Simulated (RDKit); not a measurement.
Input for RDKit: MMFF94 on C3H4O2 (SMILES C=CC(=O)O), a point of a torsion scan.

```python
from rdkit import Chem
from rdkit.Chem import AllChem, rdDetermineBonds

blocks = [
'''9

C    -1.35749134   -0.39256457   -0.26495213
C    -0.55495220    0.42131228    0.40257076
C     0.91808654    0.36085878    0.28545540
O     1.63776457    1.32534068    0.24714600
O     1.38509215   -0.89098913    0.17275596
H    -0.96613489   -1.19422353   -0.86877164
H    -2.42889728   -0.29238361   -0.22254628
H    -0.92765148    1.25508507    0.97963411
H     2.34902634   -0.87757405    0.06318515
''',
]
mol = None
for b in blocks:
    f = Chem.MolFromXYZBlock(b)
    rdDetermineBonds.DetermineBonds(f, charge=0)
    mol = f if mol is None else Chem.CombineMols(mol, f)
Chem.SanitizeMol(mol)
print(Chem.MolToSmiles(Chem.RemoveHs(mol)))
ff = AllChem.MMFFGetMoleculeForceField(mol, AllChem.MMFFGetMoleculeProperties(mol), nonBondedThresh=100.0, ignoreInterfragInteractions=False)
e = ff.CalcEnergy()
print(f'MMFF94 energy {e:.6f} kcal/mol')
```

Output:

```
C=CC(=O)O
MMFF94 energy -19.287605 kcal/mol
```

The run finished.

Cost: very roughly 0.05 core-seconds.
